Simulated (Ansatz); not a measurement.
HISe (SMILES [SeH]I) moved off its minimum; all values from Ansatz (a first-principles code), cores frozen in correlated methods. Elements past Kr take the def2 small-core potentials, without spin–orbit coupling.
(charge 0, multiplicity 1)
```xyz
3

Se    -0.96348    -0.76515     0.99686
H     -1.82973    -1.17762    -0.00605
I      0.62001     0.52185    -0.54887
```

Forces at wB97M-V/def2-TZVPP (eV/Å):

```
atom      Fx      Fy      Fz
----  ------  ------  ------
Se1    1.681   0.916   1.212
H2    -1.207  -0.546  -1.577
I3    -0.474  -0.370   0.364
```

Task: Give the forces (eV/Å), the total energy and the dipole at CCSD(T)/def2-TZVPPD.

Result: 
```json
[
 {"atom": "Se1", "Fx": "1.510", "Fy": "0.750", "Fz": "1.551"},
 {"atom": "H2", "Fx": "-1.304", "Fy": "-0.596", "Fz": "-1.666"},
 {"atom": "I3", "Fx": "-0.206", "Fy": "-0.154", "Fz": "0.115"}
]
```
Energy -2697.4364 hartree, dipole 0.71 D.
